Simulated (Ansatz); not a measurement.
`C[OH+][Ga-]([CH3])([Cl])[Cl]`, charge 0, multiplicity 1.

Q: Give a relaxed structure at PBE0-D4/def2-TZVP (Ansatz 0.2.0). (An estimate is asked.)

A: The calculation gave: 
Cartesian coordinates in Å:
```
C 1.7415 -0.3462 -0.6074
O 0.4566 -0.3049 -1.2291
Ga -1.2896 0.3734 -0.2923
C -0.8852 0.3781 1.6199
Cl -1.5934 2.2327 -1.3490
Cl -2.3832 -1.3140 -1.1586
H 1.7489 -1.0334 0.2412
H 2.4939 -0.6406 -1.3397
H 1.9550 0.6633 -0.2619
H 0.2122 -1.1604 -1.6056
H -0.5815 -0.6141 1.9573
H -1.7783 0.6687 2.1758
H -0.0970 1.0973 1.8494
```
This is one stationary point; other conformers may exist.
